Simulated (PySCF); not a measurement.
TeN: from constants to spectrum

ROHF-CCSD(T) constants of TeN, ²Π (doublet), unpaired electrons π ↑ (Te cc-pVDZ-PP with ECP28, N cc-pVDZ; scalar-relativistic core potentials (PySCF 2.14); masses 129.9062 and 14.0031 u):

| Quantity | Value |
| --- | --- |
| ωe | 712.0 cm⁻¹ |
| ωexe | 6.5 cm⁻¹ |
| Be | 0.36391 cm⁻¹ |
| αe | 0.00309 cm⁻¹ |
| De to Te + N | 1.91 eV |

Question: What force constant and bond length do these constants imply?

Answer: Reduced mass μred = 12.641 u; k = 5.8918×10⁻⁷·μred·ωe² (u, cm⁻¹, mdyn/Å) = 3.78 mdyn/Å; Re = √(16.8576/(μred·Be)) (u, cm⁻¹, Å) = 1.914 Å.

Question: Estimate the centrifugal constant D from the Kratzer relation and find the Dunham coefficient a1.

Answer: D = 4Be³/ωe² = 3.8e-07 cm⁻¹; a1 = −1 − αeωe/(6Be²) = -3.77.

Correlated steps freeze 5 core orbitals. Correlated levels converge slowly with the basis: in double zeta they bind strong bonds too weakly, by up to about 1 eV, and carry superposition errors of some tenths. Spin–orbit coupling is left out, which matters for elements this heavy, above all for dissociation energies. The CCSD T1 diagnostic is raised, a sign that a single reference may not be enough here. The state was picked by a PBE0 search and need not be the measured ground state.
